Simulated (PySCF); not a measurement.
## Complex of silylene SiCl2 and hydrogen fluoride

A gas-phase complex of silylene SiCl2 and hydrogen fluoride; neutral, singlet. The structure comes from a short search (a few tight-binding starts) and was relaxed by PBE0-D3(BJ)/def2-SVPD; another way of binding may lie lower. No frequency run checks that it is a minimum.

```
part               name    SMILES  atoms  charge  multiplicity
   1     silylene SiCl2  Cl[Si]Cl    1–3       0             1
   2  hydrogen fluoride         F    4–5       0             1
```

```xyz
5

Cl   -1.165   -0.115    1.030
Si   -0.288    0.095   -0.861
Cl    1.770   -0.110   -0.315
F     2.321   -0.298   -3.391
H     2.363   -0.246   -2.465
```
Atoms count from 1 in this order.

```tsv
contact	kind (by geometry)	distance (Å)	angle (°)
H5···Cl3	hydrogen bond	2.234	162
```

Interaction energies are complex less parts, with the parts frozen as they stand in it; counterpoise-corrected, in kcal/mol (PySCF). The CCSD(T) estimate is Hartree-Fock/aug-cc-pVTZ, plus the MP2 correlation part extrapolated as X⁻³ from aug-cc-pVDZ and aug-cc-pVTZ, plus CCSD(T) less MP2 in aug-cc-pVDZ; noble-gas cores are frozen. It isn't the exact limit.

(1) Give the interaction energy at each level run.

(2) What holds them together? Decompose the MP2/aug-cc-pVTZ energy: frozen parts, their antisymmetrised product, then relaxation.

The orbital and correlation terms together hold the superposition error of 0.7 kcal/mol.

Answers

(1) 
```csv
level,interaction,superposition error removed
Hartree-Fock/aug-cc-pVTZ,-1.04,-
MP2/aug-cc-pVTZ,-2.96,-0.75
"CCSD(T), estimated basis limit",-3.12,-
```

(2) electrostatic -4.6, Pauli repulsion +6.8, orbital relaxation -3.3, correlation -2.5 kcal/mol, which sum to the value before the counterpoise correction, the first three by Hartree-Fock. Of the attraction, 44 % is electrostatic, 32 % is orbital relaxation, 24 % is correlation.
